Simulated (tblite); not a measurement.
A geometry optimisation, step by step.

Species: C3H8AsGe (doublet state).
Bonds: C1–C2 (double), C2–C3, C2–Ge4, Ge4–As5. Hydrogens: H6, H7 on C1; H8, H9, H10 on C3; H11 on Ge4; H12, H13 on As5.
Bond orders are those of one Lewis drawing.

Computed with GFN2-xTB (tblite), gas phase: L-BFGS steps from a force-field or distance-geometry start until the largest atomic force falls under 0.01 eV/Å. 14 of its 192 geometries are shown.

Step 0: E = -399.5934 eV, largest atomic force 2.436 eV/Å
```
atom  x, y, z in Å  |  force x, y, z in eV/Å
C1     -0.966    0.903    0.895    0.183   0.591   0.112
C2     -0.636    0.170   -0.159   -1.519  -0.066   1.243
C3     -1.493   -1.038   -0.414    0.296   0.662  -1.345
Ge4     0.879    0.579   -1.279    0.302  -1.116  -0.861
As5     2.802   -0.257   -0.108    2.184   0.220  -1.057
H6     -1.828    0.689    1.534    0.472   0.065  -0.133
H7     -0.376    1.785    1.125   -0.228   0.045   0.155
H8     -0.837   -1.898   -0.597   -0.408  -0.062   0.262
H9     -1.998   -0.805   -1.396    0.022  -0.554   0.969
H10    -2.192   -1.147    0.421    0.128  -0.406  -0.560
H11     1.053    2.078   -1.464   -0.010   0.661   0.356
H12     3.042    0.659    1.124   -0.814  -0.781   0.225
H13     2.545   -1.718    0.302   -0.608   0.738   0.632
```

Step 15: E = -400.6385 eV, largest atomic force 0.311 eV/Å
```
atom  x, y, z in Å  |  force x, y, z in eV/Å
C1     -0.940    0.967    0.906    0.031   0.024  -0.020
C2     -0.657    0.170   -0.111   -0.220  -0.122   0.132
C3     -1.491   -1.031   -0.442    0.025  -0.030   0.035
Ge4     0.950    0.435   -1.296   -0.001   0.157  -0.269
As5     3.101   -0.224   -0.236    0.055  -0.056   0.108
H6     -1.770    0.767    1.577    0.093   0.086  -0.071
H7     -0.351    1.849    1.116   -0.017  -0.060   0.010
H8     -0.843   -1.901   -0.584   -0.105   0.032   0.029
H9     -2.028   -0.862   -1.380    0.082  -0.004   0.093
H10    -2.223   -1.244    0.341    0.097  -0.014  -0.083
H11     1.056    2.029   -1.272    0.028  -0.027   0.086
H12     2.761    0.489    1.037   -0.087   0.064  -0.005
H13     2.430   -1.445    0.326    0.021  -0.051  -0.046
```

Step 29: E = -400.6746 eV, largest atomic force 0.081 eV/Å
```
atom  x, y, z in Å  |  force x, y, z in eV/Å
C1     -0.895    0.976    0.876   -0.011  -0.013   0.002
C2     -0.640    0.140   -0.116    0.019   0.051  -0.060
C3     -1.477   -1.058   -0.427    0.002   0.019   0.002
Ge4     0.945    0.489   -1.335    0.015  -0.056  -0.033
As5     3.070   -0.216   -0.218   -0.023   0.004   0.022
H6     -1.718    0.827    1.563    0.015  -0.007   0.033
H7     -0.282    1.849    1.050   -0.028  -0.017  -0.021
H8     -0.852   -1.943   -0.560    0.045   0.008   0.002
H9     -2.010   -0.890   -1.365    0.009  -0.012  -0.010
H10    -2.209   -1.261    0.352   -0.011   0.020   0.052
H11     1.084    2.061   -1.115   -0.011   0.020   0.014
H12     2.556    0.505    0.990   -0.005  -0.026   0.031
H13     2.422   -1.478    0.287   -0.016   0.009  -0.035
```

Step 44: E = -400.6883 eV, largest atomic force 0.085 eV/Å
```
atom  x, y, z in Å  |  force x, y, z in eV/Å
C1     -0.863    0.996    0.845   -0.043   0.004  -0.020
C2     -0.640    0.181   -0.173   -0.010  -0.072   0.044
C3     -1.444   -1.057   -0.410   -0.009  -0.046  -0.046
Ge4     0.946    0.537   -1.378    0.001   0.014   0.006
As5     3.005   -0.198   -0.166    0.008   0.003  -0.001
H6     -1.628    0.793    1.583   -0.009   0.056   0.033
H7     -0.286    1.899    0.980   -0.010  -0.009   0.018
H8     -0.791   -1.926   -0.509    0.052  -0.004   0.056
H9     -1.994   -0.971   -1.347   -0.012   0.066  -0.045
H10    -2.163   -1.241    0.389    0.064   0.021   0.011
H11     1.080    2.100   -1.089   -0.003   0.013  -0.035
H12     2.412    0.399    1.075   -0.019  -0.034  -0.007
H13     2.362   -1.512    0.181   -0.011  -0.012  -0.011
```

Step 59: E = -400.7016 eV, largest atomic force 0.055 eV/Å
```
atom  x, y, z in Å  |  force x, y, z in eV/Å
C1     -0.870    1.046    0.839   -0.012  -0.011  -0.014
C2     -0.623    0.213   -0.160   -0.017  -0.011  -0.004
C3     -1.369   -1.063   -0.382    0.009   0.012   0.017
Ge4     0.941    0.584   -1.383   -0.009   0.002  -0.001
As5     2.935   -0.209   -0.113    0.011  -0.002  -0.032
H6     -1.621    0.852    1.595   -0.010  -0.012  -0.020
H7     -0.313    1.964    0.952   -0.026  -0.008  -0.019
H8     -0.671   -1.902   -0.450   -0.008   0.037   0.040
H9     -1.906   -1.017   -1.331   -0.006   0.025   0.043
H10    -2.082   -1.258    0.420    0.015  -0.013  -0.036
H11     1.048    2.157   -1.150    0.031  -0.003   0.017
H12     2.220    0.203    1.137   -0.004  -0.008   0.017
H13     2.306   -1.571    0.009    0.025  -0.008  -0.008
```

Step 73: E = -400.7190 eV, largest atomic force 0.090 eV/Å
```
atom  x, y, z in Å  |  force x, y, z in eV/Å
C1     -0.997    1.161    0.797    0.019  -0.002   0.026
C2     -0.642    0.301   -0.142    0.032  -0.029   0.003
C3     -1.269   -1.046   -0.297    0.005  -0.017  -0.016
Ge4     0.924    0.642   -1.364    0.045   0.009   0.004
As5     2.876   -0.239   -0.112   -0.007  -0.086   0.026
H6     -1.752    0.925    1.537   -0.009   0.035  -0.004
H7     -0.528    2.130    0.886   -0.023   0.010  -0.047
H8     -0.498   -1.820   -0.313    0.025   0.005   0.008
H9     -1.791   -1.092   -1.254   -0.051  -0.028   0.023
H10    -1.968   -1.271    0.507   -0.040   0.024  -0.021
H11     1.167    2.188   -1.082   -0.057   0.029   0.031
H12     2.015   -0.203    1.114    0.034   0.027   0.036
H13     2.458   -1.677   -0.293    0.027   0.023  -0.068
```

Step 88: E = -400.7550 eV, largest atomic force 0.101 eV/Å
```
atom  x, y, z in Å  |  force x, y, z in eV/Å
C1     -1.185    1.320    0.668    0.035  -0.053  -0.008
C2     -0.652    0.384   -0.103    0.010   0.006   0.100
C3     -1.143   -1.028   -0.147    0.029  -0.028  -0.013
Ge4     0.976    0.752   -1.219    0.022   0.005  -0.044
As5     2.833   -0.381   -0.024   -0.023   0.071   0.010
H6     -1.978    1.108    1.376   -0.005   0.037  -0.067
H7     -0.830    2.340    0.634   -0.015  -0.062   0.023
H8     -0.305   -1.729   -0.086   -0.016   0.042   0.020
H9     -1.634   -1.199   -1.106   -0.059  -0.031   0.026
H10    -1.842   -1.255    0.658   -0.012   0.055  -0.044
H11     1.204    2.267   -0.799    0.013  -0.009   0.011
H12     1.839   -0.931    0.960    0.042  -0.037  -0.017
H13     2.712   -1.647   -0.831   -0.022   0.004   0.004
```

Step 103: E = -400.7660 eV, largest atomic force 0.032 eV/Å
```
atom  x, y, z in Å  |  force x, y, z in eV/Å
C1     -1.272    1.352    0.609   -0.003  -0.002  -0.005
C2     -0.656    0.388   -0.059    0.011  -0.005   0.007
C3     -1.151   -1.023   -0.090   -0.002   0.006  -0.006
Ge4     1.007    0.766   -1.120    0.011  -0.003  -0.012
As5     2.889   -0.399   -0.019   -0.025  -0.020   0.000
H6     -2.150    1.171    1.217    0.004  -0.005   0.018
H7     -0.915    2.369    0.578    0.001  -0.002  -0.001
H8     -0.319   -1.724    0.007   -0.015   0.010   0.006
H9     -1.637   -1.218   -1.048    0.009  -0.004   0.008
H10    -1.868   -1.218    0.707   -0.006   0.009  -0.010
H11     1.251    2.260   -0.640   -0.008  -0.008  -0.004
H12     1.939   -1.181    0.844    0.004   0.003  -0.010
H13     2.878   -1.543   -1.002    0.020   0.023   0.010
```

Step 118: E = -400.7801 eV, largest atomic force 0.052 eV/Å
```
atom  x, y, z in Å  |  force x, y, z in eV/Å
C1     -1.255    1.348    0.635   -0.004  -0.007  -0.013
C2     -0.655    0.375   -0.035   -0.046   0.022  -0.011
C3     -1.213   -1.012   -0.070   -0.013  -0.020  -0.003
Ge4     1.008    0.712   -1.107   -0.037  -0.005  -0.009
As5     2.860   -0.368    0.103   -0.018  -0.022  -0.003
H6     -2.139    1.168    1.235    0.004   0.039   0.021
H7     -0.887    2.361    0.618    0.036   0.004   0.001
H8     -0.444   -1.752    0.162    0.008   0.029  -0.010
H9     -1.585   -1.224   -1.075    0.006  -0.028   0.022
H10    -2.034   -1.127    0.637    0.012  -0.030  -0.024
H11     1.204    2.235   -0.722    0.022   0.011   0.005
H12     1.922   -1.415    0.630    0.029  -0.025  -0.006
H13     3.214   -1.300   -1.029   -0.001   0.034   0.030
```

Step 132: E = -400.7989 eV, largest atomic force 0.046 eV/Å
```
atom  x, y, z in Å  |  force x, y, z in eV/Å
C1     -1.211    1.336    0.685   -0.015   0.000  -0.009
C2     -0.719    0.344   -0.040    0.019  -0.003   0.017
C3     -1.336   -1.017   -0.090    0.021   0.013  -0.006
Ge4     0.961    0.612   -1.112   -0.006  -0.003  -0.015
As5     2.796   -0.319    0.233   -0.022  -0.016   0.037
H6     -2.076    1.224    1.325   -0.011  -0.025  -0.008
H7     -0.754    2.313    0.674    0.006   0.015   0.000
H8     -0.631   -1.762    0.287   -0.003   0.005   0.004
H9     -1.567   -1.278   -1.124   -0.008  -0.005  -0.001
H10    -2.252   -1.071    0.497    0.010   0.000   0.025
H11     1.147    2.161   -0.823    0.022   0.002  -0.012
H12     2.097   -1.638    0.407   -0.009  -0.002  -0.032
H13     3.541   -0.904   -0.936   -0.007   0.018  -0.001
```

Step 147: E = -400.8227 eV, largest atomic force 0.204 eV/Å
```
atom  x, y, z in Å  |  force x, y, z in eV/Å
C1     -1.311    1.417    0.586    0.038  -0.072  -0.023
C2     -0.732    0.393   -0.028   -0.006   0.076   0.055
C3     -1.279   -1.000    0.007    0.007   0.042   0.050
Ge4     0.979    0.634   -1.048    0.025  -0.067   0.025
As5     2.670   -0.559    0.280   -0.033  -0.146  -0.138
H6     -2.201    1.306    1.194    0.013  -0.009  -0.015
H7     -0.902    2.414    0.520   -0.023  -0.057  -0.020
H8     -0.508   -1.694    0.355   -0.043   0.023  -0.020
H9     -1.570   -1.304   -1.000    0.001  -0.017  -0.001
H10    -2.146   -1.083    0.662    0.022   0.017  -0.019
H11     1.279    2.131   -0.630    0.005   0.037   0.000
H12     2.091   -1.923   -0.043    0.063   0.144   0.013
H13     3.628   -0.732   -0.874   -0.069   0.028   0.092
```

Step 162: E = -400.8371 eV, largest atomic force 0.015 eV/Å
```
atom  x, y, z in Å  |  force x, y, z in eV/Å
C1     -1.355    1.446    0.520    0.006   0.011  -0.001
C2     -0.749    0.402   -0.024    0.010  -0.003   0.002
C3     -1.297   -0.987    0.065   -0.005  -0.003  -0.001
Ge4     0.989    0.593   -1.002    0.004  -0.003  -0.001
As5     2.547   -0.778    0.295    0.002  -0.003  -0.015
H6     -2.261    1.357    1.106   -0.006  -0.007   0.004
H7     -0.956    2.442    0.408   -0.005   0.007   0.001
H8     -0.515   -1.685    0.376    0.001   0.001   0.011
H9     -1.652   -1.306   -0.917    0.004  -0.004  -0.003
H10    -2.125   -1.050    0.770   -0.007   0.002  -0.005
H11     1.365    2.051   -0.502    0.003   0.001   0.002
H12     2.294   -2.020   -0.516    0.002  -0.003   0.004
H13     3.710   -0.463   -0.598   -0.008   0.004   0.003
```

Step 176: E = -400.8377 eV, largest atomic force 0.015 eV/Å
```
atom  x, y, z in Å  |  force x, y, z in eV/Å
C1     -1.353    1.444    0.528   -0.002  -0.001  -0.003
C2     -0.752    0.400   -0.022    0.000  -0.003   0.005
C3     -1.307   -0.987    0.063    0.001   0.004   0.001
Ge4     0.984    0.579   -1.005    0.007   0.011  -0.005
As5     2.557   -0.772    0.293   -0.007  -0.009  -0.010
H6     -2.257    1.352    1.117    0.008   0.009  -0.009
H7     -0.954    2.441    0.417   -0.002  -0.009   0.008
H8     -0.536   -1.683    0.407   -0.009   0.008   0.003
H9     -1.631   -1.315   -0.927    0.007  -0.005   0.012
H10    -2.158   -1.039    0.742   -0.003  -0.011  -0.006
H11     1.370    2.037   -0.513   -0.004   0.005  -0.001
H12     2.325   -2.022   -0.514    0.001   0.004   0.002
H13     3.707   -0.434   -0.605    0.004  -0.004   0.002
```

Step 191: E = -400.8402 eV, largest atomic force 0.008 eV/Å
```
atom  x, y, z in Å  |  force x, y, z in eV/Å
C1     -1.384    1.470    0.508    0.002   0.003  -0.003
C2     -0.744    0.428   -0.002    0.002  -0.003   0.000
C3     -1.262   -0.971    0.114   -0.003  -0.006   0.000
Ge4     0.994    0.628   -0.978   -0.005   0.002   0.000
As5     2.526   -0.861    0.212    0.002  -0.002   0.001
H6     -2.299    1.370    1.077    0.000   0.001   0.001
H7     -1.006    2.472    0.384   -0.001   0.001   0.001
H8     -0.520   -1.604    0.611   -0.008   0.002  -0.002
H9     -1.437   -1.387   -0.880    0.003   0.002   0.005
H10    -2.193   -1.013    0.679    0.007  -0.002  -0.003
H11     1.413    2.044   -0.401    0.002  -0.001   0.000
H12     2.221   -2.047   -0.663   -0.001   0.001   0.001
H13     3.684   -0.529   -0.678   -0.001   0.002   0.000
```

Task: Summarise the path.

Result: The energy falls by 1.2468 eV from step 0 to step 191; nine tenths of that is first reached at step 72. It rises by more than 0.2 meV at steps 71 and 126. The largest force goes from 2.436 to 0.008 eV/Å. Among the bonds C2–Ge4 changes most, from 1.928 to 2.003 Å; the atoms move by 1.299 Å rms after alignment.

Task: Follow the three bonds and two angles with the largest change from start to end.

Result: 
| step | E above end (eV) | largest force (eV/Å) | C2–Ge4 (Å) | Ge4–H11 (Å) | As5–H12 (Å) | H12–As5–H13 (°) | Ge4–As5–H13 (°) |
| --- | --- | --- | --- | --- | --- | --- | --- |
| 0 | 1.2468 | 2.436 | 1.928 | 1.521 | 1.554 | 112.0 | 109.1 |
| 8 | 0.2471 | 0.316 | 2.042 | 1.615 | 1.494 | 88.8 | 91.6 |
| 17 | 0.1900 | 0.225 | 2.022 | 1.596 | 1.495 | 89.2 | 88.2 |
| 25 | 0.1701 | 0.151 | 2.032 | 1.605 | 1.497 | 89.7 | 90.3 |
| 33 | 0.1621 | 0.100 | 2.026 | 1.598 | 1.497 | 88.9 | 91.5 |
| 42 | 0.1540 | 0.135 | 2.020 | 1.592 | 1.499 | 89.3 | 91.2 |
| 50 | 0.1451 | 0.059 | 2.025 | 1.599 | 1.500 | 88.9 | 89.7 |
| 58 | 0.1391 | 0.057 | 2.024 | 1.594 | 1.498 | 88.9 | 89.7 |
| 66 | 0.1354 | 0.063 | 2.021 | 1.592 | 1.499 | 88.8 | 90.4 |
| 75 | 0.1177 | 0.130 | 2.017 | 1.592 | 1.508 | 88.9 | 93.9 |
| 83 | 0.0981 | 0.196 | 2.018 | 1.597 | 1.493 | 88.0 | 93.7 |
| 91 | 0.0819 | 0.116 | 2.008 | 1.588 | 1.510 | 88.8 | 94.6 |
| 100 | 0.0752 | 0.044 | 2.006 | 1.587 | 1.504 | 88.4 | 93.8 |
| 108 | 0.0736 | 0.040 | 2.011 | 1.587 | 1.502 | 89.1 | 93.5 |
| 116 | 0.0643 | 0.338 | 2.008 | 1.584 | 1.519 | 88.7 | 94.6 |
| 125 | 0.0466 | 0.089 | 2.013 | 1.591 | 1.503 | 89.1 | 95.0 |
| 133 | 0.0410 | 0.051 | 2.010 | 1.586 | 1.503 | 88.9 | 95.2 |
| 141 | 0.0305 | 0.123 | 2.009 | 1.594 | 1.507 | 88.2 | 94.4 |
| 149 | 0.0131 | 0.240 | 2.005 | 1.585 | 1.518 | 89.1 | 94.4 |
| 158 | 0.0036 | 0.051 | 2.004 | 1.585 | 1.504 | 89.0 | 93.8 |
| 166 | 0.0029 | 0.014 | 2.003 | 1.587 | 1.505 | 89.2 | 93.4 |
| 174 | 0.0026 | 0.017 | 2.003 | 1.586 | 1.505 | 89.1 | 93.0 |
| 183 | 0.0009 | 0.036 | 2.000 | 1.583 | 1.504 | 89.4 | 92.9 |
| 191 | 0.0000 | 0.008 | 2.003 | 1.586 | 1.505 | 89.2 | 93.4 |

The cost below is that of the whole relaxation. Hardware: one thread of an Arm Neoverse V1, on a shared host. Cost: 1.1 s wall.
